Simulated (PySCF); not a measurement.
Compound: C₈H₇N.
SMILES: `C=C1C=C/C1=C(/C)C#N`

A PySCF run (density fitting, gas phase, GFN2-xTB geometry) gave HOMO -6.71 eV, LUMO -1.57 eV, dipole 3.98 D and E = -363.551 Eh.

**Question.** Which of these levels was it?
A. revPBE/def2-SVPD
B. X3LYP/cc-pVDZ
C. WP04/6-31G-J
D. HF/STO-3G

**Answer.** B. It is X3LYP/cc-pVDZ. All candidates on this geometry:

```
            level and settings                                   kind  basis functions  SCF cycles     E (Eh)  HOMO (eV)  LUMO (eV)  dipole (D)
              revPBE/def2-SVPD                                    GGA              236          16  -363.3657      -6.08      -2.59        4.21
 WP04/6-31G-J, start guess sap  global hybrid fitted to proton shifts              136          19  -372.4929      -8.07      -3.60        4.32
X3LYP/cc-pVDZ, start guess sap                          global hybrid              161          19  -363.5508      -6.71      -1.57        3.98
    HF/STO-3G, start guess sap                           Hartree–Fock               52          18  -356.8992      -7.18       5.39        3.56
```

The nearest other candidate, by the summed differences of HOMO and LUMO, is revPBE/def2-SVPD: its HOMO differs by +0.63 eV and its LUMO by -1.02 eV. Cycle counts include a coarse-grid stage where the run had one. WP04 was designed for NMR shieldings or shifts; total energies of different functionals aren't comparable.
